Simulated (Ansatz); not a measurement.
Pt2H4. The state is a singlet with charge 0. Geometry B3LYP-D4/def2-TZVP.

| atom | x (Å) | y (Å) | z (Å) |
| --- | --- | --- | --- |
| Pt1 | 1.0660 | -0.1078 | -0.7247 |
| Pt2 | -1.0626 | 0.1090 | 0.7266 |
| H3 | 1.8113 | -1.1589 | 0.0767 |
| H4 | -1.5804 | 0.9902 | 1.8835 |
| H5 | 1.5772 | -0.9883 | -1.8852 |
| H6 | -1.8115 | 1.1557 | -0.0769 |

In the def2 sets Pt takes a core potential; there is no spin–orbit coupling. The structure comes from a short search, and lower isomers may exist.

**Question.** Estimate the orbital energies around the gap (eV) in Ansatz with PBE-D4/def2-SVP, PBE-D4/def2-TZVP, r2SCAN-D4/def2-TZVPD, PBE0-D4/def2-TZVP, PBE0-D4/def2-TZVPD.

**Answer.** 
```tsv
orbital	PBE-D4/def2-SVP	PBE-D4/def2-TZVP	r2SCAN-D4/def2-TZVPD	PBE0-D4/def2-TZVP	PBE0-D4/def2-TZVPD
HOMO−5	-7.05	-7.04	-7.32	-8.56	-8.55
HOMO−4	-6.60	-6.60	-6.87	-8.10	-8.09
HOMO−3	-6.35	-6.36	-6.59	-7.66	-7.65
HOMO−2	-6.27	-6.28	-6.51	-7.58	-7.58
HOMO−1	-6.10	-6.11	-6.34	-7.32	-7.32
HOMO	-5.83	-5.84	-6.03	-7.02	-7.02
LUMO	-3.40	-3.50	-3.33	-2.68	-2.70
LUMO+1	-2.92	-3.05	-2.89	-2.32	-2.32
LUMO+2	-2.11	-2.19	-1.94	-1.34	-1.39
LUMO+3	-1.91	-2.04	-1.82	-1.23	-1.26
LUMO+4	0.23	0.14	0.34	0.85	0.49
LUMO+5	1.55	1.69	0.91	2.53	0.70
```
